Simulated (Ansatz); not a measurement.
The same path of H4N2Zn (7 atoms, charge 0, multiplicity 1) was run 3 times with different band settings.

All numbers below come from Ansatz, RKS B3LYP-D4/def2-mTZVP.

Relaxed end points:

```xyz
7
Properties=species:S:1:pos:R:3
N -1.446 -0.188 -1.108
Zn 0.026 -0.008 -0.039
N 1.613 0.137 0.857
H -2.326 -0.399 -0.650
H -1.616 0.552 -1.781
H 2.152 -0.714 0.974
H 1.598 0.620 1.748
```

```xyz
7
Properties=species:S:1:pos:R:3
N -1.335 0.456 -1.168
Zn 0.026 -0.009 -0.039
N 1.501 -0.511 0.916
H -1.764 -0.293 -1.700
H -2.079 1.027 -0.783
H 1.354 -0.789 1.880
H 2.296 0.119 0.894
```

Common settings: movable images 7; climbing image yes; spring 5.0 eV/Å²; optimiser quadratic models (default); start path IDPP; end points relaxed.

| run | force threshold | iteration limit |
| --- | --- | --- |
| 1 | 0.05 eV/Å | 55 |
| 2 | 0.5 eV/Å | 55 |
| 3 | 0.05 eV/Å | 10 |

Q: What does each run give, and how far can it be trusted?

A: Run 1: converged after 4 iterations, highest image 0.053 eV above the first end. A vibrational analysis at the climbing image gives one clearly imaginary mode, 186i cm⁻¹: a first-order saddle point.
Run 2: converged after 1 iterations, highest image 0.068 eV above the first end. The threshold of 0.5 eV/Å is loose, so the images may lie well off the minimum-energy path. The order of the stationary point at the top wasn't checked.
Run 3: converged after 4 iterations, highest image 0.053 eV above the first end. Another band between the same ends (7 images) ends at a top of the same energy, where a vibrational analysis finds 1 clearly imaginary mode.
